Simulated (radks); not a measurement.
Values are calculated unless marked as measured or tabulated.
Neutral chromium inside a hard spherical wall (all orbitals vanish at R), configuration held at [Ar] 3d5 4s1 and not refilled when levels cross. Code: a radial shooting solver on a logarithmic mesh with Libxc functionals. Model: scalar-relativistic Kohn-Sham, PBE, spin-unpolarised, spherical densities, finite nucleus; Fermi nuclear charge, rms radius 3.6452 fm. Eigenvalues in eV, with the zero of energy where the potential of the charges vanishes at infinity; a dash marks a level that is unbound or too diffuse for the functional's potential to be trusted. A positive occupied level is held by the wall or, in an anion where self-interaction has pushed it up, behind a barrier. The pressure on the wall is -dE/dV.

| R (bohr) | E (hartree) | kinetic (hartree) | e(3s) | e(3p) | e(4s) | e(3d) | e(4p, empty) | e(5s, empty) | pressure (GPa) |
|---|---|---|---|---|---|---|---|---|---|
| free | -1050.52521 | 1061.154 | -73.991 | -45.443 | -4.007 | -2.913 | -0.989 | - | 0 |
| 20 | -1050.52521 | 1061.154 | -73.991 | -45.443 | -4.007 | -2.913 | -0.988 | - | < 0.0001 |
| 8 | -1050.51983 | 1061.190 | -73.653 | -45.107 | -3.718 | -2.599 | -0.226 | 4.821 | 0.195 |
| 7 | -1050.51066 | 1061.239 | -73.276 | -44.733 | -3.358 | -2.252 | 0.441 | 7.722 | 0.695 |
| 6 | -1050.48528 | 1061.355 | -72.496 | -43.962 | -2.535 | -1.538 | 1.784 | 12.951 | 2.66 |
| 5 | -1050.41149 | 1061.643 | -70.858 | -42.356 | -0.547 | -0.033 | 4.698 | 23.191 | 11.5 |
| 4 | -1050.17511 | 1062.445 | -67.326 | -38.923 | 4.806 | 3.323 | 11.845 | 45.795 | 60.7 |
| 1.5 | -1026.84753 | 1131.852 | 17.081 | 49.405 | 282.93 | 101.31 | 298.90 | 705.97 | 65500 |
